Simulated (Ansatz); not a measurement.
`C[S][Zr]([Cl])([S]C)[S]C`. Charge 0, multiplicity 1. Zr takes the def2 core potential. The structure was optimised at the PBE0-D4/def2-TZVP level. It is one conformer, not always the lowest.

```xyz
17

C     1.764   -0.619   -1.707
S     1.127   -1.248   -0.115
Zr   -0.105    0.793    0.236
Cl    1.244    2.718    0.014
S    -1.065    0.585    2.417
C     0.597    0.701    3.164
S    -1.942    0.867   -1.321
C    -2.450   -0.864   -1.587
H     2.838   -0.458   -1.628
H     1.301    0.325   -2.020
H     1.552   -1.357   -2.480
H     0.768   -0.185    3.774
H     0.650    1.600    3.777
H     1.408    0.749    2.425
H    -3.400   -1.026   -1.081
H    -1.709   -1.566   -1.209
H    -2.580   -1.013   -2.659
```

Problem. What is the dipole moment at B3LYP/def2-TZVPP? (An estimate is asked.)

Solution. The calculation gave: 2.09 D, with components (0.79, -1.87, -0.52) D in this frame, pointing from negative to positive charge.

Problem. And with PBE, r2SCAN, ωB97M-V? (Estimate.)

Solution. Ansatz gave: PBE 2.09 D, r2SCAN 2.18 D, ωB97M-V 2.05 D.

Problem. Give the Mulliken charges with B3LYP, r2SCAN, PBE in def2-TZVPP. (Best estimate.)

Solution. The calculation gave: 
```tsv
atom	B3LYP	r2SCAN	PBE
C1	-0.21	-0.08	-0.19
S2	-0.26	-0.27	-0.24
Zr3	0.61	0.58	0.49
Cl4	-0.30	-0.31	-0.27
S5	-0.24	-0.25	-0.23
C6	-0.21	-0.09	-0.20
S7	-0.25	-0.27	-0.23
C8	-0.24	-0.12	-0.23
H9	0.13	0.09	0.13
H10	0.11	0.08	0.12
H11	0.13	0.09	0.12
H12	0.13	0.09	0.13
H13	0.13	0.09	0.13
H14	0.10	0.08	0.11
H15	0.13	0.09	0.13
H16	0.12	0.09	0.12
H17	0.13	0.09	0.12
```

B3LYP here is the variant with VWN-RPA as its local correlation; programs differ in this.
